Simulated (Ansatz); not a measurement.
The cluster ZrAu₆⁺, relaxed as a doublet with UKS r2SCAN-D4/def2-SVP in Ansatz, starting from the GFN1-xTB geometry. Force threshold 0.02 eV/Å.

In the def2 sets Au, Zr take a core potential; there is no spin–orbit coupling. The structure comes from a short search, and lower isomers may exist.

Start:

```xyz
7

Zr    0.231   -0.004   -0.489
Au   -1.773   -1.480   -1.484
Au    2.343   -1.426    0.355
Au   -2.024   -0.330    1.077
Au    1.141    1.426   -2.483
Au    0.511   -0.437    2.225
Au   -0.428    2.251    0.799
```

Problem. Estimate the energy that the relaxation releases and the steps that it takes.

Solution. 11.9 kcal/mol, in 20 steps; 7.8 min on 4 threads of Arm Neoverse V2 on a shared host. No frequencies were taken in this run, so the end may be a saddle point.

Problem. Does the start keep its bonding and symmetry?

Solution. Bonds lost: Au2–Au4 (atoms count from 1). Bonds formed: Au5–Au7 (atoms count from 1). The end is the same structure that another start reached, the lowest one found.

Problem. Predict the relaxed structure.

Solution. 
```xyz
7

Zr    0.1166   -0.2119   -0.3726
Au   -1.3478   -1.7142   -1.7046
Au    2.3199   -1.5643    0.3276
Au   -1.6069    0.5474    1.7074
Au    1.0114    1.7464   -1.9654
Au    0.4329   -1.1190    2.1938
Au   -0.9261    2.3157   -0.1862
```
Bond lengths (bridged metal pairs left out): 6 × Au–Zr 2.49 to 2.81 Å; 4 × Au–Au 2.68 to 2.69 Å.
